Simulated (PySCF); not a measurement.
Ta(O)(Cl)3 cation (Cl3OTa), SMILES [Ta]([Cl])([Cl])(=[O])[Cl] (connectivity only; charge and spin as stated), charge +1, multiplicity 2. Atoms are numbered in the order given.

```xyz
5

Ta     0.0063    -0.1143     0.0000
O      0.2306    -1.9522     0.0000
Cl     2.1575     0.5541     0.0000
Cl    -1.1465     0.4276    -1.8487
Cl    -1.1465     0.4276     1.8487
```
Charge +1, spin multiplicity 2.

The structure is a stationary point at B3LYP-D3(BJ)/def2-SVP. The spin state was assumed, not searched. The isomer is the one that the SMILES or the coordinates give; other isomers of the formula were not compared. The def2 effective core potentials stand for the cores of Ta; spin–orbit coupling is left out.

Calculation: B3LYP-D3(BJ)/def2-SVP (PySCF).

Frequencies are harmonic and unscaled.

```csv
mode,ν (cm⁻¹),IR (km/mol),moving atoms (share of kinetic energy)
1,60,12.0,"Cl 80 %, O 17 %"
2,76,3.2,"Cl 67 %, Ta 23 %, O 10 %"
3,110,0.2,"Cl 83 %, Ta 14 %"
4,141,2.4,"O 59 %, Cl 27 %, Ta 13 %"
5,147,0.1,"O 68 %, Cl 26 %"
6,394,0.1,"Cl 87 %, Ta 11 %"
7,436,26.1,"Cl 81 %, Ta 19 %"
8,440,20.5,"Cl 77 %, Ta 23 %"
9,653,25.2,O 88 %
```
